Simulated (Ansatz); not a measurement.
Computed with Ansatz on PBE0-D4/def2-TZVP structures; ΔE is electronic, products minus reactants. CBS: MP2 limit from def2 TZ/QZ plus the TZ coupled-cluster correction, frozen cores. This one scheme is used for every species. Functionals use def2-TZVPP. HSE06 is defined as in plane-wave codes. def2 core potentials past Kr. For Sn outer-core shells are correlated without core-valence functions, which leaves a few kJ/mol of doubt a bond.

Consider the stannylene formation by 1,1-elimination: `[F][Sn]([F])([F])[SiH3]` → `[F][Sn][F]` + `F[SiH3]`.

```tsv
level	ΔE (kJ/mol)	difference from CCSD(T)/CBS
LDA (SPW92)	-65.0	19.9
BLYP-D4	-109.8	-24.9
B97M-V	-78.7	6.2
PBE0-D4	-74.7	10.2
r2SCANh-D4	-77.9	7.0
HSE06-D4	-74.8	10.1
BHLYP-D4	-93.8	-8.9
B2PLYP	-106.2	-21.3
r2SCANh	-80.1	4.8
CAM-B3LYP	-104.0	-19.1
RPA@PBE/def2-TZVPP	-97.6	-12.7
CCSD(T)/def2-SVP	-73.3	11.6
MP2/def2-TZVPP	-96.9	-12.0
CCSD(T)/def2-TZVPP	-87.6	-2.7
SCS-MP2/def2-QZVPP	-100.5	-15.6
MP2/CBS(def2)	-94.3	-9.4
CCSD(T)/CBS	-84.9	0
```

Largest T1 diagnostic among the species: 0.017.

At CCSD(T), def2-SVP lies +11.6 kJ/mol from the extrapolated value and def2-TZVPP −2.7 kJ/mol. The D4 term adds +12.3 kJ/mol with B3LYP and +6.8 kJ/mol with PBE0; it sums over pairs of atoms, weighted by their polarisabilities, and B3LYP, whose exchange is more repulsive, gets the larger term.

B3LYP here is the variant with VWN-RPA as its local correlation; programs differ in this.
